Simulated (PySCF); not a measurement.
System (SMILES): [AlH] (AlH) (closed-shell singlet).
Geometry (B3LYP-D3(BJ)/def2-TZVP, fixed):
```xyz
2

Al     0.0000     0.0000    -0.1187
H      0.0000     0.0000     1.5432
```

Basis-set convergence of the isotropic shielding of H2 at PBE with PySCF. GIAO, no density fitting; atoms are numbered in the order shown. All functions are spherical. No added dispersion term, no relativity. Reference: the value in pcSseg-3, 22.59 ppm, itself unsure by roughly 0.05 ppm (its mean distance from pcseg-4, cc-pCVQZ, cc-pV(5+d)Z). Deviations are taken from unrounded values.

| basis | functions | isotropic shielding of H2 (ppm) |
|---|---|---|
| 6-31G* | 20 | 22.13 |
| 6-31+G* | 24 | 22.28 |
| def2-SVP | 23 | 22.26 |
| def2-SVPD | 32 | 22.45 |
| pcseg-1 | 23 | 21.89 |
| aug-pcseg-1 | 36 | 22.05 |
| cc-pV(D+d)Z | 28 | 21.99 |
| aug-cc-pV(D+d)Z | 41 | 22.19 |
| 6-311G** | 32 | 22.43 |
| 6-311+G** | 36 | 22.45 |
| def2-TZVP | 43 | 22.52 |
| def2-TZVPD | 52 | 22.53 |
| pcseg-2 | 48 | 22.44 |
| aug-pcseg-2 | 73 | 22.60 |
| cc-pV(T+d)Z | 53 | 22.54 |
| aug-cc-pV(T+d)Z | 78 | 22.58 |
| def2-TZVPP | 56 | 22.54 |
| def2-TZVPPD | 65 | 22.55 |
| cc-pV(Q+d)Z | 94 | 22.59 |
| aug-cc-pV(Q+d)Z | 135 | 22.60 |
| pcseg-3 | 97 | 22.60 |
| aug-pcseg-3 | 138 | 22.62 |
| def2-QZVPP | 100 | 22.65 |
| def2-QZVPPD | 109 | 22.66 |

What the diffuse functions change, pair by pair:
- 6-31G* to 6-31+G*: 4 more functions, deviation -0.47 to -0.31 ppm
- def2-SVP to def2-SVPD: 9 more functions, deviation -0.34 to -0.14 ppm
- pcseg-1 to aug-pcseg-1: 13 more functions, deviation -0.71 to -0.54 ppm
- cc-pV(D+d)Z to aug-cc-pV(D+d)Z: 13 more functions, deviation -0.60 to -0.41 ppm
- 6-311G** to 6-311+G**: 4 more functions, deviation -0.17 to -0.14 ppm
- def2-TZVP to def2-TZVPD: 9 more functions, deviation -0.07 to -0.06 ppm
- pcseg-2 to aug-pcseg-2: 25 more functions, deviation -0.15 to 0.01 ppm
- cc-pV(T+d)Z to aug-cc-pV(T+d)Z: 25 more functions, deviation -0.06 to -0.02 ppm
- def2-TZVPP to def2-TZVPPD: 9 more functions, deviation -0.06 to -0.04 ppm
- cc-pV(Q+d)Z to aug-cc-pV(Q+d)Z: 41 more functions, deviation 0.00 to 0.01 ppm
- pcseg-3 to aug-pcseg-3: 41 more functions, deviation 0.01 to 0.03 ppm
- def2-QZVPP to def2-QZVPPD: 9 more functions, deviation 0.06 to 0.07 ppm

They bring the value nearer the reference by more than 0.05 ppm in 5 of 12 pairs.
